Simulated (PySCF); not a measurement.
System (SMILES): F[SiH] (F-SiH) (closed-shell singlet).
Geometry (B3LYP-D3(BJ)/def2-TZVP, fixed):
```
Si
F 1 1.6199
H 1 1.5380 2 96.45
```

Basis-set convergence of the mean static polarisability at PBE0 with PySCF. All functions are spherical. Density fitting with generated auxiliary sets. In sets without p functions on hydrogen, species with hydrogen take exact integrals. No added dispersion term, no relativity. Reference: the value in aug-pcseg-3, 32.97 bohr³, itself unsure by roughly 0.3 % (its mean distance from aug-cc-pV(Q+d)Z, aug-pcseg-2, aug-cc-pV(T+d)Z). Deviations are taken from unrounded values. Cost is core time over that of def2-TZVP, rough, on shared machines of one kind; a dash marks a row that isn't timed (too short, read off another run, short of memory, by another algorithm or on other hardware).

```json
[
 {"basis": "STO-3G", "functions": "15", "cost": "-"},
 {"basis": "3-21G", "functions": "24", "cost": "-"},
 {"basis": "6-31G", "functions": "24", "cost": "-"},
 {"basis": "6-31G*", "functions": "34", "cost": "-"},
 {"basis": "def2-SV(P)", "functions": "34", "cost": "-"},
 {"basis": "6-31G**", "functions": "37", "cost": "-"},
 {"basis": "def2-SVP", "functions": "37", "cost": "-"},
 {"basis": "6-31+G*", "functions": "42", "cost": "-"},
 {"basis": "6-311G**", "functions": "50", "cost": "-"},
 {"basis": "6-311+G**", "functions": "58", "cost": "0.7×"},
 {"basis": "6-311++G(2d,2p)", "functions": "72", "cost": "0.9×"},
 {"basis": "def2-TZVP", "functions": "74", "cost": "1×"},
 {"basis": "def2-TZVPP", "functions": "87", "cost": "1×"},
 {"basis": "6-311++G(3df,3pd)", "functions": "104", "cost": "2×"},
 {"basis": "def2-QZVPP", "functions": "157", "cost": "4×"}
]
```

### Question
Which is the smallest set listed that can be trusted to 2 % here, that is, within that of the reference together with its larger relatives (same family, alike in diffuse functions; a set with none to test it counts only in the reference's own line)?

### Answer
Of the sets listed that have larger relatives (same family, alike in diffuse functions), none stays within 2 % of the reference together with them. Value minus reference over the reference: STO-3G -66.4, 3-21G -30.6, 6-31G -27.8, 6-31G* -26.5, def2-SV(P) -24.1, 6-31G** -26.2, def2-SVP -23.5, 6-31+G* -17.4, 6-311G** -23.4, 6-311+G** -14.6, 6-311++G(2d,2p) -9.7, def2-TZVP -12.6, def2-TZVPP -12.1, 6-311++G(3df,3pd) -3.7, def2-QZVPP -5.2 %.
